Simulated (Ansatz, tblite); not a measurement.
Cost and result up the ladder for Ge(vinyl)H3 (C₂H₆Ge) (9 atoms). The state is a singlet with charge 0. Geometry: PBE0-D4/def2-TZVP.

```tsv
atom	x (Å)	y (Å)	z (Å)
Ge1	1.207	0.202	0.505
C2	-0.544	0.454	-0.286
C3	-1.376	-0.549	-0.540
H4	-0.853	1.468	-0.534
H5	-1.119	-1.580	-0.317
H6	-2.355	-0.385	-0.982
H7	1.415	-1.301	0.756
H8	1.319	0.968	1.835
H9	2.306	0.724	-0.438
```

Ansatz on 4 threads of Intel Xeon on a shared host; xTB runs through tblite on one thread. Times are rough, summed over both states, and most runs start from the orbitals of an earlier one. PBE0-D4/def2-TZVP serves as the yardstick here, not as an exact answer. The other state is a triplet.

The xTB rows come from tblite.

xTB has no spin-polarisation term.

```csv
level,functions,vertical triplet (eV),difference from PBE0-D4/def2-TZVP (eV)
r2SCAN-D4/def2-TZVP,146,4.12,-0.13
GFN1-xTB,29,5.09,0.84
PBE-D4/def2-TZVP (with forces),146,4.42,0.17
PBE0-D4/def2-TZVP,146,4.25,0.00
GFN2-xTB,23,5.08,0.83
```

Task: Estimate how long each takes.

Result: GFN2-xTB 0.015 s; GFN1-xTB 0.027 s; PBE-D4/def2-TZVP (with forces) 4.3 s; PBE0-D4/def2-TZVP 6.1 s; r2SCAN-D4/def2-TZVP 6.9 s. On shared hardware such times vary by a factor of up to 3.
